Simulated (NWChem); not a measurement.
System: BeO; SMILES [Be]=[O]

Here is an NWChem input.

```
start job
memory heap 200 mb stack 900 mb global 1100 mb
geometry units angstroms noautosym nocenter noautoz
  Be     0.000000     0.000000    -0.884930
  O      0.000000     0.000000     0.453405
end
basis spherical
  * library def2-tzvp
end
dft
  xc xcamb88 1.00 lyp 0.81 vwn_5 0.19 hfexch 1.00
  cam 0.33 cam_alpha 0.19 cam_beta 0.46
  iterations 150
end
property
  efieldgrad
end
task dft property
```

Excerpt of the output:

```
             Northwest Computational Chemistry Package (NWChem) 7.3.0
             --------------------------------------------------------

                             Geometry "geometry" -> ""
                             -------------------------

 Output coordinates in angstroms (scale by  1.889725989 to convert to a.u.)

  No.       Tag          Charge          X              Y              Z
 ---- ---------------- ---------- -------------- -------------- --------------
    1 Be                   4.0000     0.00000000     0.00000000    -0.88493000
    2 O                    8.0000     0.00000000     0.00000000     0.45340500

 Effective nuclear repulsion energy (a.u.)      12.6527901968

                              NWChem Property Module
                              ----------------------

  itol2e modified to match energy
  convergence criterion.

                                 NWChem DFT Module
                                 -----------------

 Summary of "ao basis" -> "ao basis" (spherical)
 ------------------------------------------------------------------------------
       Tag                 Description            Shells   Functions and Types
 ---------------- ------------------------------  ------  ---------------------
 Be                        def2-tzvp                 9       19   5s3p1d
 O                         def2-tzvp                11       31   5s3p2d1f

  itol2e modified to match energy
  convergence criterion.

            General Information
            -------------------
          SCF calculation type: DFT
          Wavefunction type:  closed shell.
          No. of atoms     :     2
          No. of electrons :    12
           Alpha electrons :     6
            Beta electrons :     6
          Charge           :     0
          Spin multiplicity:     1
          Use of symmetry is: off; symmetry adaption is: off
          Maximum number of iterations: 150
          AO basis - number of functions:    50
                     number of shells:    20
          Convergence on energy requested:  1.00D-07
          Convergence on density requested:  1.00D-05
          Convergence on gradient requested:  5.00D-04

              XC Information
              --------------
                     Hartree-Fock (Exact) Exchange  1.000
                   CAM-Becke88 Exchange Functional  1.000
                      VWN V Correlation Functional  0.190 local
              Lee-Yang-Parr Correlation Functional  0.810

           Range-Separation Parameters
           ---------------------------
           Alpha           :  0.19
           Beta            :  0.46
           Gamma           :  0.33
           Short-Range HF  :     F

             Grid Information
             ----------------
          Grid used for XC integration:  fine
          Radial quadrature: Mura-Knowles
          Angular quadrature: Lebedev.
          Tag              B.-S. Rad. Rad. Pts. Rad. Cut. Ang. Pts.
          ---              ---------- --------- --------- ---------
          Be                  1.05       70           9.0       590
          O                   0.60       70           8.0       590
          Grid pruning is: on
          Number of quadrature shells:   140
          Spatial weights used:  Erf1

      Superposition of Atomic Density Guess
      -------------------------------------

 Sum of atomic energies:         -89.35688712

      Non-variational initial energy
      ------------------------------

 Total energy =     -89.373270
 1-e energy   =    -146.770415
 2-e energy   =      44.744355
 HOMO         =      -0.496668
 LUMO         =      -0.185008

   convergence    iter        energy       DeltaE   RMS-Dens  Diis-err
 ---------------- ----- ----------------- --------- --------- ---------
 d= 0,ls=0.0,diis     1    -89.6759106177 -1.02D+02  4.07D-02  1.46D+00
 d= 0,ls=0.0,diis     2    -86.9701958972  2.71D+00  3.63D-02  1.98D+01
 d= 0,ls=0.0,diis     3    -89.8850449492 -2.91D+00  2.53D-03  2.01D-02
 d= 0,ls=0.0,diis     4    -89.8898962607 -4.85D-03  7.74D-04  5.11D-04
 d= 0,ls=0.0,diis     5    -89.8902156446 -3.19D-04  5.31D-04  1.19D-04
  Resetting Diis
 d= 0,ls=0.0,diis     6    -89.8903336347 -1.18D-04  3.19D-04  2.77D-05
 d= 0,ls=0.0,diis     7    -89.8903559582 -2.23D-05  4.41D-05  2.99D-06
 d= 0,ls=0.0,diis     8    -89.8903554458  5.12D-07  2.42D-05  1.02D-05
 d= 0,ls=0.0,diis     9    -89.8903564214 -9.76D-07  9.11D-06  1.59D-07
 d= 0,ls=0.0,diis    10    -89.8903564757 -5.43D-08  8.66D-06  1.92D-08

         Total DFT energy =      -89.890356475736
      One electron energy =     -148.951348908083
           Coulomb energy =       57.818684485118
    Exchange-Corr. energy =      -11.410482249538
 Nuclear repulsion energy =       12.652790196767

 Numeric. integr. density =       12.000000018932

                       DFT Final Molecular Orbital Analysis
                       ------------------------------------

 Vector    4  Occ=2.000000D+00  E=-3.606155D-01
              MO Center=  6.6D-10, -4.6D-10,  4.3D-01, r^2= 8.6D-01
   Bfn.  Coefficient  Atom+Function         Bfn.  Coefficient  Atom+Function
  ----- ------------  ---------------      ----- ------------  ---------------
    27      0.432221  2 O  pz                24      0.380148  2 O  s
    30      0.345236  2 O  pz                 3     -0.302510  1 Be s
     8      0.242417  1 Be pz                 4     -0.221002  1 Be s
    33      0.146278  2 O  pz                 2      0.129292  1 Be s
    22      0.108692  2 O  s                  1      0.079184  1 Be s

 Vector    5  Occ=2.000000D+00  E=-3.217730D-01
              MO Center= -4.1D-09,  3.9D-09,  2.0D-01, r^2= 1.1D+00
   Bfn.  Coefficient  Atom+Function         Bfn.  Coefficient  Atom+Function
  ----- ------------  ---------------      ----- ------------  ---------------
    25      0.302828  2 O  px                26     -0.286237  2 O  py
    28      0.250746  2 O  px                29     -0.237009  2 O  py
     6     -0.200614  1 Be px                 7      0.189623  1 Be py
    31      0.164452  2 O  px                32     -0.155442  2 O  py
    12      0.067547  1 Be px                13     -0.063846  1 Be py

 Vector    6  Occ=2.000000D+00  E=-3.217730D-01
              MO Center=  2.2D-10, -2.3D-10,  2.0D-01, r^2= 1.1D+00
   Bfn.  Coefficient  Atom+Function         Bfn.  Coefficient  Atom+Function
  ----- ------------  ---------------      ----- ------------  ---------------
    26      0.302828  2 O  py                25      0.286237  2 O  px
    29      0.250746  2 O  py                28      0.237009  2 O  px
     7     -0.200614  1 Be py                 6     -0.189623  1 Be px
    32      0.164452  2 O  py                31      0.155442  2 O  px
    13      0.067547  1 Be py                12      0.063846  1 Be px

 Vector    7  Occ=0.000000D+00  E=-1.196250D-01
              MO Center=  5.3D-09, -4.9D-09, -1.6D+00, r^2= 2.5D+00
   Bfn.  Coefficient  Atom+Function         Bfn.  Coefficient  Atom+Function
  ----- ------------  ---------------      ----- ------------  ---------------
     8      0.415689  1 Be pz                 5      0.321282  1 Be s
     4      0.283079  1 Be s                 14     -0.261624  1 Be pz
     3      0.229532  1 Be s                 24      0.146857  2 O  s
     2     -0.123100  1 Be s                 27      0.118346  2 O  pz
    30      0.087726  2 O  pz                 1     -0.071471  1 Be s

 Vector    8  Occ=0.000000D+00  E= 4.789197D-02
              MO Center=  7.7D-09, -7.2D-09, -1.0D+00, r^2= 4.5D+00
   Bfn.  Coefficient  Atom+Function         Bfn.  Coefficient  Atom+Function
  ----- ------------  ---------------      ----- ------------  ---------------
    12      0.606654  1 Be px                13     -0.574493  1 Be py
    31     -0.239211  2 O  px                32      0.226530  2 O  py
     6     -0.225106  1 Be px                 7      0.213172  1 Be py
    25     -0.158730  2 O  px                26      0.150316  2 O  py
    28     -0.098794  2 O  px                29      0.093556  2 O  py

 Vector    9  Occ=0.000000D+00  E= 4.789197D-02
              MO Center=  7.0D-10, -9.1D-10, -1.0D+00, r^2= 4.5D+00
   Bfn.  Coefficient  Atom+Function         Bfn.  Coefficient  Atom+Function
  ----- ------------  ---------------      ----- ------------  ---------------
    13      0.606654  1 Be py                12      0.574493  1 Be px
    32     -0.239211  2 O  py                31     -0.226530  2 O  px
     7     -0.225106  1 Be py                 6     -0.213172  1 Be px
    26     -0.158730  2 O  py                25     -0.150316  2 O  px
    29     -0.098794  2 O  py                28     -0.093556  2 O  px

     Multipole analysis of the density
     ---------------------------------

     L   x y z        total         alpha         beta         nuclear
     -   - - -        -----         -----         ----         -------
     0   0 0 0     -0.000000     -6.000000     -6.000000     12.000000

     1   1 0 0      0.000000      0.000000      0.000000      0.000000
     1   0 1 0     -0.000000     -0.000000     -0.000000      0.000000
     1   0 0 1     -2.518632     -1.342011     -1.342011      0.165389

     2   2 0 0     -7.803819     -3.901909     -3.901909      0.000000
     2   1 1 0     -0.000000     -0.000000     -0.000000      0.000000
     2   1 0 1     -0.000000     -0.000000     -0.000000      0.000000
     2   0 2 0     -7.803819     -3.901909     -3.901909      0.000000
     2   0 1 1      0.000000      0.000000      0.000000      0.000000
     2   0 0 2     -2.642668     -9.850845     -9.850845     17.059021

          -----------------------
          Electric field gradient
          -----------------------

 1 a.u. = 0.324123 10**(16) esu/cm**3  ( or statvolts/cm**2 ) = 0.97174 10**(22) v/m**2

 ------------------------------------------------------------
   Atom      X         Y         Z
 ------------------------------------------------------------
    1 Be   0.00000   0.00000  -1.67228
 ------------------------------------------------------------

 Electric field gradient in molecular frame (a.u.)
         XX             YY             ZZ             XY             XZ             YZ
 ------------------------------------------------------------------------------------------
        0.000277       0.000277      -0.000554      -0.000000       0.000000      -0.000000

 Principal components (a.u.) and orientation
 of principal axis w.r.t. absolute frame                      Asymmetry parameter eta
 --------------------------------------------------------------------------------------
       -0.000554       0.000277       0.000277                       0.000002

       -0.000003       0.710257       0.703942
        0.000002      -0.703942       0.710257
        1.000000       0.000003       0.000001

 ------------------------------------------------------------
   Atom      X         Y         Z
 ------------------------------------------------------------
    2 O    0.00000   0.00000   0.85681
 ------------------------------------------------------------

 Electric field gradient in molecular frame (a.u.)
         XX             YY             ZZ             XY             XZ             YZ
 ------------------------------------------------------------------------------------------
       -0.238150      -0.238150       0.476300      -0.000000      -0.000000       0.000000

 Principal components (a.u.) and orientation
 of principal axis w.r.t. absolute frame                      Asymmetry parameter eta
 --------------------------------------------------------------------------------------
        0.476300      -0.238150      -0.238150                       0.000000

       -0.000000       0.614714       0.788750
        0.000000       0.788750      -0.614714
        1.000000      -0.000000       0.000000
```

Level: CAM-B3LYP/def2-TZVP. Coordinates come from a PBE0/def2-SVP optimisation. NWChem prints the field gradient with the sign opposite to the second derivative of the potential.
